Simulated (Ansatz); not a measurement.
trans-Zr(PH3)2Br4 (ZrP2H6Br4). The state is a singlet with charge 0. Geometry PBE-D4/def2-SVP, basis def2-TZVP, Ansatz.

```csv
run,HOMO (eV),LUMO (eV)
A,-6.69,-3.43
B,-7.17,-3.17
C,-7.56,-2.81
D,-6.38,-3.49
```

In the def2 sets Zr takes a core potential; there is no spin–orbit coupling. HSE06 is defined as in plane-wave codes, on full-range PBE exchange. No other spin state of charge 0 was run. Another isomer (singlet) lies 0.35 eV lower at PBE0-D4/def2-TZVP; other spin states weren't run for this one.

Q: The runs used HSE06, PBE, PBE0, r2SCAN. Estimate which is which.

A: A r2SCAN (0 % exact exchange); B HSE06 (range-separated); C PBE0 (25 % exact exchange); D PBE (0 % exact exchange). Exact exchange lowers occupied and raises empty levels; among semilocal functionals meta-GGAs tend to open the gap a little, and such runs are hard to tell apart. The gap grows from 2.89 eV (PBE) to 4.75 eV (PBE0).
